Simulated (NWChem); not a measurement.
Molecule: NbHO₂Cl₂; SMILES [O]=[Nb]([OH])([Cl])[Cl]

```xyz
6

Nb     0.2210     0.0207     0.0000
O      0.9585     1.5301     0.0000
Cl    -1.0475    -0.1574     1.9119
Cl    -1.0475    -0.1574    -1.9119
O      1.5842    -1.2533     0.0000
H      2.5464    -1.1891     0.0000
```
Atoms are numbered in this order, from 1.

Computed with NWChem. STO-3G and 3-21G are far too small for this property and stand as cheap habits. Coordinates come from a PBE0/def2-SVP optimisation. def2 effective core potentials on Nb; no spin-orbit coupling. Field at 589 nm.

For level B3LYP/STO-3G (all-electron, non-relativistic):

| Quantity | Result |
|---|---|
| isotropic polarisability (bohr³) | 35.8 |

### Question
What are these values for level B3LYP/def2-SVP (core potentials)?

### Answer
| Item | Value |
|---|---|
| isotropic polarisability (bohr³) | 60.7 |
